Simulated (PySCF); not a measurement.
BrH5N2Si, SMILES N[SiH](N)Br. Geometry: PBE-D3(BJ)/def2-SVP. This is a generated structure with no PubChem entry under its InChIKey; it may be hypothetical. The values are those of a single conformer.

### Question
Give the equilibrium geometry at PBE-D3(BJ)/def2-SVP (PySCF confirms it by a frequency run) as Cartesian coordinates in Å. (The exact figures need the calculation; the answer reports its results.)

### Answer
One answer among several that fit: 
```xyz
9

Si    -0.3973    -0.5905     0.7360
N     -1.5037    -1.4414    -0.2817
N      0.7438    -1.7472     1.3152
Br     0.3786     1.0700    -0.6101
H     -0.8873     0.1300     1.9588
H     -2.0409    -0.9263    -0.9815
H     -2.0285    -2.2318     0.1009
H      1.2373    -2.3365     0.6390
H      1.3514    -1.4962     2.0990
```
Charge 0, spin multiplicity 1.
